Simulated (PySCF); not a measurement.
## Ru (ruthenium, neutral): UHF calculation

Configuration: [Kr] 4d7 5s1, high-spin 5F determinant. Computed with PySCF 2.14 in aug-cc-pVDZ-PP with ECP28MDF (5s5p4d2f, 54 functions), with scalar relativity through the core potential.

```json
{
 "Total energy": "-93.812410 hartree",
 "One-electron energy": "-164.8466 hartree",
 "Hartree (Coulomb) energy": "80.5291 hartree",
 "Exchange energy": "-9.4949 hartree",
 "⟨S²⟩": "6.0035",
 "⟨L²⟩": "12.047",
 "Sum of ⟨r⟩": "24.24 bohr",
 "Sum of ⟨r²⟩": "49.66 bohr²"
}
```

```tsv
shell	electrons	mean orbital energy (eV)	spread (eV)	rms radius, mean of both spins (bohr)
4s α	1	-96.170	0	1.10
4s β	1	-91.153	0	1.10
4p α	3	-61.585	0	1.22
4p β	3	-55.357	0	1.22
4d α	5	-11.473	1.002	1.84
4d β	2	-8.916	0	1.84
5s α	1	-6.478	0	3.82
```

Energies and moments cover only the electrons outside the core potential.
